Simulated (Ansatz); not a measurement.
HIn, triplet, geometry from GFN2-xTB (such geometries of metal compounds can be far from the true shape) (the spin is typed, not shown lowest) (core potentials on In).

Here is a job for Ansatz (an electronic-structure program).
Ansatz 0.2 input:
```yaml
crystal:
  periodic: [false, false, false]
  atoms:
    - {symbol: In, position_ang: [-0.00000000, -0.00000000, -0.03944113]}
    - {symbol: H, position_ang: [0.00000000, 0.00000000, 1.93261555]}
basis:
  gaussian:
    orbitals: def2-SVP
hamiltonian:
  xc: b3lyp5
magnetization: {spin_polarized: true, initial_magnetization: 2}
```

Q: Estimate the <S^2> that B3LYP5/def2-SVP in Ansatz returns for this input.

A: 2.010

Q: What number of basis functions does B3LYP5/def2-SVP give?

A: 31

Q: Give the total energy at the level B3LYP5/def2-SVP.

A: -190.6193 Eh
